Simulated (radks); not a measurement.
The numbers below are computed, except where a source is named.
Ta4+, 69 electrons, occupied as [Kr] 4d10 4f14 5s2 5p5 5d1 6d1 (not the ground configuration). Code: a radial shooting solver on a logarithmic mesh with Libxc functionals. Model: Dirac Kohn-Sham, LDA (Slater exchange, Perdew-Wang correlation), spin-unpolarised, spherical densities, point nucleus; open shells fill j = l - 1/2 first.

Radial electron density D(r) = 4 pi r^2 rho(r):

```
   r/bohr * D(r) (the largest magnitude, 132, reaches the edge; | marks zero)
 0.001491 |     *
  0.00202 |        *
  0.00276 |            *
  0.00377 |                  *
  0.00511 |                          *
 0.006981 |                                  *
 0.009537 |                                        *
  0.01292 |                                          *
  0.01766 |                                        *
  0.02412 |                                     *
  0.03269 |                                        *
  0.04466 |                                                  *
  0.06102 |                                                      *
  0.08269 |                                              *
    0.113 |                                          *
   0.1543 |                                                 *
   0.2092 |                                        *
   0.2858 |                         *
   0.3904 |                             *
   0.5291 |                         *
   0.7228 |            *
   0.9875 |      *
    1.338 |   *
    1.828 |*
    2.498 *
    3.385 *
    4.625 *
    6.318 *
    8.562 *
```

D(r) has 5 maxima, at r = 0.0128, 0.0572, 0.159, 0.426, 3.44 bohr, and minima at 0.0249, 0.103, 0.302, 2.93 bohr, inside which lie 2.02, 11.09, 29.89, 68.17 electrons.
